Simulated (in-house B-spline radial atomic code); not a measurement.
Configurations of Ni III (Ni2+), with energies counted from [Ar] 3d8. Method: Dirac-Hartree-Fock, average of configuration, Fermi nucleus of rms radius 3.7757 fm. Calculated with a radial B-spline atomic code at the basis-set limit. Energies include first-order Breit, QED and recoil terms.

Occupations are held fixed; configurations that lie above the ionisation limit could autoionise.

```json
{"configuration": "[Ar] 3d7 4s1", "E - E(ref) (eV)": "7.2925", "highest orbital": "4s1/2", "its <r> (bohr)": "2.333"}
{"configuration": "[Ar] 3d7 5s1", "E - E(ref) (eV)": "22.217", "highest orbital": "5s1/2", "its <r> (bohr)": "5.046"}
{"configuration": "[Ar] 3d7 5g1", "E - E(ref) (eV)": "29.605", "highest orbital": "5g9/2", "its <r> (bohr)": "9.165"}
{"configuration": "[Ar] 3d7 7p1", "E - E(ref) (eV)": "30.463", "highest orbital": "7p3/2", "its <r> (bohr)": "14.89"}
{"configuration": "[Ar] 3d7 7g1", "E - E(ref) (eV)": "32.004", "highest orbital": "7g9/2", "its <r> (bohr)": "21.16"}
{"configuration": "[Ne] 3s2 3p5 3d8 4s1", "E - E(ref) (eV)": "77.487", "highest orbital": "4s1/2", "its <r> (bohr)": "2.324"}
{"configuration": "[Ne] 3s2 3p5 3d8 5s1", "E - E(ref) (eV)": "92.506", "highest orbital": "5s1/2", "its <r> (bohr)": "5.036"}
{"configuration": "[Ne] 3s2 3p5 3d8 5f1", "E - E(ref) (eV)": "99.897", "highest orbital": "5f5/2", "its <r> (bohr)": "10.41"}
{"configuration": "[Ne] 3s2 3p5 3d8 5g1", "E - E(ref) (eV)": "99.922", "highest orbital": "5g9/2", "its <r> (bohr)": "9.165"}
{"configuration": "[Ne] 3s2 3p5 3d8 7f1", "E - E(ref) (eV)": "102.31", "highest orbital": "7f5/2", "its <r> (bohr)": "22.36"}
```

Order these further configurations by energy, lowest first.
A. [Ne] 3s2 3p5 3d8 7s1
B. [Ar] 3d7 6s1
C. [Ar] 3d7 4f1
D. [Ne] 3s2 3p5 3d8 6s1
E. [Ar] 3d7 6f1

C (26.821 eV), B (27.453 eV), E (31.087 eV), D (97.758 eV), A (100.24 eV).

How far above the reference does [Ne] 3s2 3p5 3d9 lie?

70.074 eV; its least bound orbital is 3d5/2 with <r> = 0.9464 bohr.

How far above the reference does [Ne] 3s2 3p5 3d8 6g1 lie?

101.42 eV; its least bound orbital is 6g9/2 with <r> = 14.66 bohr.

How far above the reference does [Ar] 3d7 6p1 lie?

28.453 eV; its least bound orbital is 6p3/2 with <r> = 9.871 bohr.

One of these lies 31.99 eV from the reference. Which?
A. [Ne] 3s2 3p5 3d8 4f1
B. [Ar] 3d7 7f1
C. [Ar] 3d7 6g1

B.
